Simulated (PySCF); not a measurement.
## Dipole response of S⁻ (sulfur, charge -1)

[Ne] 3s2 3p5, 2P determinant. Calculation: PySCF 2.14, in aug-cc-pV(T+d)Z; no relativity, point nucleus. Coupled (time-dependent) response in atomic units; α is the mean over directions.

```csv
method,mean α (bohr³),"α xx, yy, zz",C₆ (like pair),S(−4)
UHF,39.12,"31.47, 42.94, 42.94",390.0,474.4
wB97X-V,42.11,"34.04, 46.15, 46.15",428.8,578.7
```

S(−4) is the Cauchy moment in α(ω) = α(0) + S(−4) ω² + …

α(iu) at wB97X-V:

| u (hartree) | α(iu) (bohr³) |
| --- | --- |
| 0 | 42.11 |
| 0.0500 | 40.74 |
| 0.100 | 37.36 |
| 0.200 | 29.18 |
| 0.300 | 22.28 |
| 0.500 | 13.35 |
| 0.750 | 7.772 |
| 1.00 | 4.998 |
| 1.50 | 2.541 |
| 2.00 | 1.540 |
| 3.00 | 0.7565 |
| 5.00 | 0.3163 |

A single London oscillator, α(iu) = α/(1 + u²/ω²), gives C₆ = (3/4) ω α². Matching the computed C₆ needs ω = 4 × 428.8 / (3 × 42.11²) = 0.322 hartree.

For an ion, C₆ is the dispersion term alone; charge-induced terms of lower order in 1/R come first.

The components differ because the open shell of this determinant is not spherical; for a pure term their mean is the scalar polarisability.
